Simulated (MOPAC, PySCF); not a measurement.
CH₈Si₂, SMILES `C[SiH2][SiH3]`, neutral singlet in the gas phase. 

Z-matrix (Å, degrees):
```
Si
H 1 1.4907
H 1 1.4907 2 107.45
C 1 1.8768 2 110.16 3 -120.02
H 4 1.0922 1 110.72 2 -60.85
H 4 1.0922 5 108.13 1 121.47
H 4 1.0922 5 108.21 6 116.99
Si 1 2.3406 2 108.92 3 117.85
H 8 1.4883 1 111.60 2 -58.46
H 8 1.4897 9 108.36 1 -121.57
H 8 1.4897 9 108.36 10 -116.86
```
Charge 0, spin multiplicity 1.

All levels are single points at this geometry (PBE0-D4/def2-TZVP); Pople sets use spherical d functions. Orbital energies aren't observables, and empty levels follow the basis.

```json
[
 {"level": "PBE0-D4/def2-TZVP in PySCF", "HOMO (eV)": "-8.03", "LUMO (eV)": "0.15", "gap (eV)": "8.18", "dipole (D)": "0.92", "vertical IE, Delta-SCF (eV)": "10.06"},
 {"level": "B3LYP/3-21G in PySCF", "HOMO (eV)": "-7.93", "LUMO (eV)": "0.76", "gap (eV)": "8.69", "dipole (D)": "0.88", "vertical IE, Delta-SCF (eV)": "–"},
 {"level": "B3LYP/6-31G* in PySCF", "HOMO (eV)": "-7.73", "LUMO (eV)": "0.44", "gap (eV)": "8.16", "dipole (D)": "0.94", "vertical IE, Delta-SCF (eV)": "10.03"},
 {"level": "PBE/6-31G* in PySCF", "HOMO (eV)": "-6.81", "LUMO (eV)": "-0.21", "gap (eV)": "6.59", "dipole (D)": "1.01", "vertical IE, Delta-SCF (eV)": "9.82"},
 {"level": "HF/6-31G* in PySCF", "HOMO (eV)": "-10.66", "LUMO (eV)": "3.66", "gap (eV)": "14.32", "dipole (D)": "0.82", "vertical IE, Delta-SCF (eV)": "9.51"},
 {"level": "HF/STO-3G in PySCF", "HOMO (eV)": "-8.51", "LUMO (eV)": "11.06", "gap (eV)": "19.56", "dipole (D)": "0.23", "vertical IE, Delta-SCF (eV)": "–"},
 {"level": "AM1 in MOPAC", "HOMO (eV)": "-10.49", "LUMO (eV)": "-0.82", "gap (eV)": "9.67", "dipole (D)": "0.40", "vertical IE, Delta-SCF (eV)": "–"},
 {"level": "PM3 in MOPAC", "HOMO (eV)": "-9.70", "LUMO (eV)": "-1.24", "gap (eV)": "8.46", "dipole (D)": "0.51", "vertical IE, Delta-SCF (eV)": "–"},
 {"level": "PM6 in MOPAC", "HOMO (eV)": "-8.76", "LUMO (eV)": "-0.04", "gap (eV)": "8.72", "dipole (D)": "0.62", "vertical IE, Delta-SCF (eV)": "–"}
]
```
